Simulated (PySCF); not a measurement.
C₄H₁₂Sn (SMILES [CH3][Sn]([CH3])([CH3])[CH3]), singlet, at a GFN2-xTB geometry (such geometries of metal compounds can be far from the true shape) (all electrons, no relativity), with bond 11-3 at 1.6 times its length. Base run: PySCF with PBE/STO-3G.

The PySCF input:
```python
from pyscf import gto, scf, dft

mol = gto.Mole()
mol.atom = '''
    C    -0.327347   -1.518834   -1.549445
    Sn   -0.000000   -0.000000    0.000000
    C    -0.053430    1.996137   -0.909602
    C    -1.575570   -0.153808    1.519446
    C     1.956347   -0.323495    0.939602
    H    -1.290480   -1.374051   -2.024837
    H    -0.304138   -2.512462   -1.117299
    H     0.442887   -1.457328   -2.309408
    H     0.106731    2.759911   -0.157550
    H    -1.014042    2.173271   -1.379105
    H     1.182977    2.146308   -2.116120
    H    -2.550192    0.003538    1.072300
    H    -1.563850   -1.134872    1.979838
    H    -1.429419    0.590178    2.293855
    H     2.000575   -1.306120    1.394658
    H     2.747599   -0.250987    0.202548
    H     2.135005    0.418930    1.708675
'''
mol.basis = 'sto-3g'
mol.charge = 0
mol.spin = 0
mol.verbose = 4
mol.build()

mf = dft.RKS(mol)
mf.xc = 'pbe'
mf.kernel()
```

Each row names what was changed in the base input (with any setting that the change needs).

| change | ΔE vs base (mEh) | SCF cycles | outcome |
|---|---|---|---|
| base | 0.000 | 11 | converged |
| init_guess = mod_huckel | 0.000 | 10 | converged |
| init_guess = atom | 0.000 | 9 | converged |
| level_shift = 1.0 (with mf.max_cycle = 100) | 0.000 | 29 | converged |
| conv_tol_grad = 1e-7 | 0.000 | 12 | converged |
| diis = off; damp = 0.3 (with mf.diis_start_cycle = 200; with mf.max_cycle = 150) | - | 150 | not converged |
| conv_tol = 1e-4 | 0.022 | 7 | converged |
| conv_tol = 1e-11 | 0.000 | 13 | converged |
| init_guess = huckel | 0.000 | 11 | converged |
| diis = off; damp = 0.6 (with mf.diis_start_cycle = 200; with mf.max_cycle = 150) | 0.000 | 17 | converged |
| init_guess = vsap | 0.000 | 11 | converged |
| level_shift = 0.3 (with mf.max_cycle = 100) | 0.000 | 12 | converged |
| conv_tol = 1e-7 | 0.000 | 10 | converged |
